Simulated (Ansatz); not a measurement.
# Which method gave which barrier?

Saddle point of Si2H7Cl2O2F, singlet (Si₂H₅Cl₂OF ([OH2][Si]([F])([SiH3])([Cl])[Cl]) + H₂O → SiHCl₂OF ([OH][Si]([F])([Cl])[Cl]) + SiH₄ + H₂O; bonds formed: Si2–H8, O9–H14; bonds broken: Si1–Si2, O5–H14, H8–O9), PBE0-D4/def2-TZVP structure:

```csv
atom,x (Å),y (Å),z (Å)
Si1,-0.5013,-0.4334,-0.9176
Si2,-0.3210,-0.7232,1.5888
Cl3,-2.0127,-1.4091,-1.9144
Cl4,0.8034,-2.1882,-0.8591
O5,0.5896,0.4673,-1.8384
H6,0.3826,2.3888,0.4377
F7,-1.4205,0.8968,-0.5859
H8,0.5008,0.6682,0.6215
O9,1.0633,1.7101,0.3167
H10,-0.8111,0.3188,2.5403
H11,0.8413,-1.4413,2.1571
H12,-1.4567,-1.6548,1.3455
H13,1.2727,-0.0927,-2.2216
H14,1.0697,1.4928,-0.6706
```

Program: Ansatz 0.2.0. Basis: def2-TZVPP, with def2-QZVPP for the basis limit. Cores are frozen in the correlated methods. Extrapolation: Hartree–Fock as exp(−7.88 √X), correlation as X^−2.97. Four methods, as single points on the PBE0-D4 structures, gave these electronic barriers from the start structure: 0.903, 1.283, 1.405, 2.150 eV.

Problem. The methods were, in alphabetical order, HF, MP2, PBE0-D4, SPW92. Which gave which? (A judgement: the text doesn't fix the answer.)

Solution. The calculation gives: SPW92 0.903; PBE0-D4 1.283; MP2 1.405; HF 2.150 eV. For comparison, CCSD(T) at an estimated basis limit (MP2 extrapolated from triple and quadruple zeta, plus CCSD(T) − MP2 in triple zeta) gives 1.467 eV.

The T1 diagnostic stays at or below 0.012.

Labels in which every atom is bracketed show which atoms are joined, not bond orders.

For scale, one of the runs: CCSD(T)/def2-TZVPP, 359 basis functions, launched by `ansatz run in.yaml --threads 4 --pin off --events-out ev --progress --plain --max-ram 66560MiB --backend cuda --devices 0, --max-vram 37GiB`. Time: 26 s of wall clock on 4 CPU threads of an AMD EPYC 7R13 and a share of one NVIDIA H100; the host was shared. Peak host memory: 0.87 GiB.
